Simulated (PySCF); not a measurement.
A structure optimised at PBE0-D3(BJ)/def2-SVP, used in a PySCF frequency run:

```
C
H 1 1.1008
H 1 1.1042 2 108.35
Si 1 1.8758 2 116.18 3 123.02
F 4 1.6270 1 109.12 2 32.71
Si 1 1.9157 2 116.66 3 -123.19
H 6 1.4933 1 114.00 2 93.39
H 6 1.4937 7 110.03 1 125.52
Cl 4 2.0632 5 106.94 1 124.81
Si 4 2.3448 5 110.64 1 -99.73
H 10 1.4912 4 120.20 5 -23.21
H 10 1.4951 11 111.13 4 134.73
```

### Question
Write its SMILES and formula.

### Answer
F[Si@]1(Cl)C[SiH2][SiH2]1, CH6ClFSi3

### Question
What are its rotational constants (standard atomic weights)?

### Answer
2.3556, 0.97939, 0.91879 GHz
